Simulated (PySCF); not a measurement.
SeBr₃⁺, singlet: data card

These are results of B3LYP/[Se def2-SVP, Br def2-SVP], no relativity, density fitting, PySCF, not measurements.

The structure is a minimum.

Z-matrix (Å, degrees; charge 1 multiplicity 1):
```
Se
Br 1 2.3171
Br 1 2.3171 2 103.80
Br 1 2.3171 2 103.80 3 -108.25
```

- Point group: C3v
- Bond lengths: Se–Br 2.317 Å (×3)
- Bond angles: Br–Se–Br 103.8° (×3)
- Entropy at 298.15 K and 1 bar: 363.0 J/(mol K)
- Enthalpy at 298.15 K above 0 K: 19.07 kJ/mol
- Principal quadrupole moments (Buckingham, traceless) about the centre of mass: -8.43, 4.22, 4.22 D Å
- Zero-point energy: 7.0 kJ/mol
- Lowest empty level: -9.57 eV
- Rotational constants: 0.02903, 0.02903, 0.01606 cm⁻¹
- Highest occupied level: -13.69 eV
- Rotational symmetry number: 3
- Dipole moment about the centre of mass: 0.81 D
- Heat capacity Cp at 298.15 K: 79.0 J/(mol K)
- Principal polarisabilities: 46.1, 94.3, 94.3 bohr³

Harmonic modes (masses in u: Se 79.917, Br 78.918):
```tsv
symmetry	ω (cm⁻¹)	IR (km/mol, summed over degenerate members)	μ (u)
e	95	0.3	79.02
a1	128	0.5	79.24
a1	281	2.2	79.34
e	289	70.3	79.49
```

In C3v the vibrations span 2e + 2a1.

Charges (e):
```csv
atom,Mulliken,Löwdin,polar tensor,Mayer order to Se1
Se1,0.56,0.54,1.27,–
"Br2,3,4",0.15,0.15,-0.09,1.11
```

Mulliken populations on Se1: s 7.87, p 15.33, d 10.24.

Counting electrons, selenium keeps 2 of its valence electrons outside its bonds, so the VSEPR class is AX3E1 and the expected shape is trigonal pyramidal (C3v), as computed.

This need not be the most stable arrangement of these atoms.

The final relaxation and frequency run took about 3 core-minutes on a shared host.
